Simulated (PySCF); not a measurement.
F2GeH4Si.

```xyz
8

Si    -1.0429     0.3849     0.0000
F     -1.7017    -0.3191     1.3008
F     -1.7017    -0.3191    -1.3008
Ge     1.2902    -0.0339     0.0000
H     -1.4567     1.8118     0.0000
H      1.9299     0.5893    -1.2520
H      1.9299     0.5893     1.2520
H      1.5432    -1.5494     0.0000
```
Charge 0, spin multiplicity 1.

Geometry: PBE0-D3(BJ)/def2-SVP. This is a generated structure with no PubChem entry under its InChIKey; it may be hypothetical.

These are PySCF with B3LYP/pcSseg-1 values and carry that method's errors. Non-relativistic, no solvent.

Computed absolute GIAO shielding of each atom: isotropic value and principal components (ppm):
| atom | σ(iso) | σ11 | σ22 | σ33 | span |
|---|---|---|---|---|---|
| Si1 | 321.8 | 273.7 | 309.3 | 382.3 | 108.5 |
| F2 | 316.2 | 210.8 | 338.8 | 399.0 | 188.1 |
| F3 | 316.2 | 210.8 | 338.8 | 399.0 | 188.1 |
| Ge4 | 1657.5 | 1646.3 | 1661.3 | 1664.9 | 18.6 |
| H5 | 25.7 | 22.4 | 22.9 | 31.7 | 9.3 |
| H6 | 28.0 | 22.2 | 22.8 | 39.0 | 16.8 |
| H7 | 28.0 | 22.2 | 22.8 | 39.0 | 16.8 |
| H8 | 27.8 | 22.0 | 22.8 | 38.8 | 16.8 |
